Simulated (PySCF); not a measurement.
C₄H₁₂N₂Si.
Atom-mapped SMILES: `[CH3:1][NH:2][N:3]([SiH3:4])[CH:5]1[CH2:6][CH2:7]1`

Geometry (GFN2-xTB, Å), atoms numbered from 1 in this order:
```xyz
19
C4H12N2Si angstrom
C     -1.7753   -1.2173   -0.6024
N     -1.2888    0.0169   -1.1946
N     -0.2276    0.6309   -0.4915
Si    -0.7076    1.8611    0.6188
C      0.9910   -0.1033   -0.4641
C      2.0989    0.2418    0.4763
C      1.3420   -1.0396    0.6639
H     -2.1101   -0.9952    0.4101
H     -2.6270   -1.5561   -1.1901
H     -1.0283   -2.0206   -0.5606
H     -0.9811   -0.1583   -2.1518
H      0.3220    2.9035    0.5923
H     -1.9933    2.3064    0.1062
H     -0.8472    1.4079    2.0174
H      1.2862   -0.4256   -1.4637
H      3.1109    0.1945    0.1021
H      1.9350    1.0293    1.1930
H      0.6599   -1.0923    1.4985
H      1.8305   -1.9747    0.4327
```

NICS = −σ at a ghost point: NICS(0) at the centroid of the ring atoms, NICS(1) 1 Å to either side along the normal of their mean plane, zz for the tensor component along that normal. Level: GIAO PBE0/pcSseg-1 (PySCF, non-relativistic, gas phase) on the GFN2-xTB geometry, one conformer.

Ring bond lengths (Å), with Mayer bond orders in brackets: C5–C6 1.494 (0.98), C6–C7 1.500 (0.96), C7–C5 1.507 (0.94).

Question: What do the NICS probes read (ppm)?

Answer: 
| ring | type | NICS(0) | NICS(1), two faces | NICS(1)zz, two faces | rms pucker (Å) | centre to ring atoms, mean (Å) |
| --- | --- | --- | --- | --- | --- | --- |
| C5–C6–C7 | 3-membered carbocycle; formal bonds all single | -40.7 | -8.9 / -7.9 | -23.4 / -20.0 | 0.00 | 0.87 |

Question: What do they say, and how far can they be read as aromaticity?

Answer: 
- C5–C6–C7: mean NICS(1)zz -21.7 ppm, shielded. C5, C6, C7 have four or more neighbours; no verdict on aromaticity is drawn. The two faces differ by 3.4 ppm, so no symmetry operation interchanges them. NICS(0) lies 32 ppm below the mean NICS(1).

On one thread of an Arm Neoverse N1 (shared host), this took 42 s of wall time and 0.85 GiB of memory at its peak. This is the whole shielding run at PBE0/pcSseg-1, SCF included.
